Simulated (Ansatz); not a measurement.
A search over several starts for the lowest SCF solution of Ti₂Se₄ at the given spin, in a small basis.

```yaml
crystal:
  periodic: [false, false, false]
  atoms:
    - {symbol: Ti, position_ang: [1.047914, -0.748328, -0.790523]}
    - {symbol: Ti, position_ang: [-0.030076, 0.792795, 1.280950]}
    - {symbol: Se, position_ang: [1.541472, 1.577017, -0.374935]}
    - {symbol: Se, position_ang: [0.773805, -1.473205, 1.494854]}
    - {symbol: Se, position_ang: [-2.123788, 0.578947, 0.072474]}
    - {symbol: Se, position_ang: [-1.209338, -0.727225, -1.682820]}
basis:
  gaussian: {orbitals: def2-SVP, initial_orbitals: start.molden}
magnetization: {spin_polarized: true, initial_magnetization: 2}
hamiltonian: {xc: pbe, dispersion: d4}
output: {orbitals: {seedname: orbitals}}
```

The file start.molden holds the orbitals of an earlier run on this structure, at another level or in another basis.

```sh
$ ansatz run in.yaml --threads 4 --pin off --events-out ev --progress --plain --max-ram 8704MiB
```

Shortened log:

```
Functional definition: PBE
2144 factors; their error is unknown
mean field evaluation 1: about -307546.6136 eV, gradient 8.0e0 eV
mean field evaluation 2: about -307547.0627 eV, gradient 7.5e-1 eV
mean field evaluation 4: about -307547.2125 eV, gradient 1.1e-1 eV
mean field evaluation 8: about -307546.8213 eV, gradient 1.2e-4 eV
mean field evaluation 16: about -307546.8213 eV, gradient 2.5e-5 eV
mean field evaluation 32: about -307545.8117 eV, gradient 4.0e0 eV
mean field evaluation 64: about -307546.8139 eV, gradient 4.9e-1 eV
mean field evaluation 96: about -307545.4533 eV, gradient 1.1e-1 eV
mean field -307546.82128448 eV, -11302.1372194821 hartree, gradient 6.4e-6 eV, S^2 2.040252; 11 other end points of the search recorded, 0 dependent functions left out
reference -307546.82136525 eV, -11302.1372224502 hartree; 91, 89 occupied and 99, 101 virtual orbitals, 2144 factors
Total energy: -307547.32910973 eV, -11302.1558817156 hartree
```

Hardware: 4 threads of Intel Xeon Platinum 8488C on a shared host. Wall time 31 s, peak host memory 0.87 GiB.

At PBE0-D4/def2-TZVP a broken-symmetry singlet of charge 0 lies 0.39 eV below the triplet, each at its own geometry. The structure comes from a short search, and lower isomers may exist.
